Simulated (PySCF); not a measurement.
# What a mistake does to a calculation on F2OSi

These are calculations, not measurements. They come from PySCF 2.14.0, an open-source quantum chemistry program, on an isolated molecule that a program drew, which may never have been made. The molecule is F2OSi (charge 0, singlet), drawn as the SMILES string `O=[Si](F)F`.

Each row is a Hartree-Fock (HF) and frozen-core CCSD(T) single point in the cc-pV(D+d)Z basis, meant for a local HF minimum. Run 1 is clean. Each other run has one planted mistake out of seven kinds, and not every kind appears here: one electron removed, one electron added, multiplicity raised by two, geometry at a saddle point, minimal basis STO-3G, one bond length entered in bohr, all coordinates scaled. The reference is restricted for singlets and unrestricted otherwise, and also for a bond in bohr. Adding or removing an electron swaps singlet and doublet. Electrons count all cores. HOMO and LUMO are orbital energies over both spins, the gradient is its largest component, and the lowest frequency (negative if imaginary) is given only where the gradient is small. Bond lengths are over the 3 bonds as drawn. T1 is the CCSD diagnostic: over 0.02 (restricted) or 0.045 (unrestricted) a single reference is doubtful.

Geometry of the clean run:
```xyz
4
F2OSi, angstrom
O    -1.9902   -4.3461   -0.0287
Si   -2.2340   -2.8965    0.1329
F    -2.6118   -2.1229    1.4473
F    -2.1743   -1.7797   -0.9705
```

| run | electrons | basis functions | <S^2> | HOMO (eV) | LUMO (eV) | gradient (hartree/bohr) | lowest frequency (cm^-1) | mean bond (Å) | longest bond (Å) | T1 | HF (hartree) | CCSD(T) (hartree) | mistake |
|---|---|---|---|---|---|---|---|---|---|---|---|---|---|
| 1 | 40 | 65 | 0.000 | -13.54 | 1.92 | 3.2e-05 | 367 | 1.5404 | 1.571 | 0.0166 | -562.79175 | -563.45599 | no fault |
| 2 | 39 | 65 | 0.755 | -24.48 | -8.65 | 2.1e-01 | - | 1.5404 | 1.571 | 0.0180 | -562.39883 | -563.01524 | one electron removed |
| 3 | 40 | 65 | 1.109 | -10.96 | 1.38 | 3.9e-02 | - | 1.9790 | 2.795 | 0.0279 | -562.65173 | -563.26835 | one bond length entered in bohr |
| 4 | 41 | 65 | 0.802 | 0.75 | 8.70 | 5.3e-02 | - | 1.5404 | 1.571 | 0.0185 | -562.74169 | -563.41361 | ? |

**Which mistake was planted in run 4, and what did it cost?**

It counts 41 electrons, one more than the clean run, at the same geometry and basis. So the mistake is: one electron added. Subtracting run 1 and multiplying by 627.51 kcal/mol a hartree, the energy moved by 31.4 kcal/mol in HF and 26.6 kcal/mol in CCSD(T).

Cautions from the logs. Run 4: the HOMO is above zero, so the electron isn't bound and the energy depends on the basis.
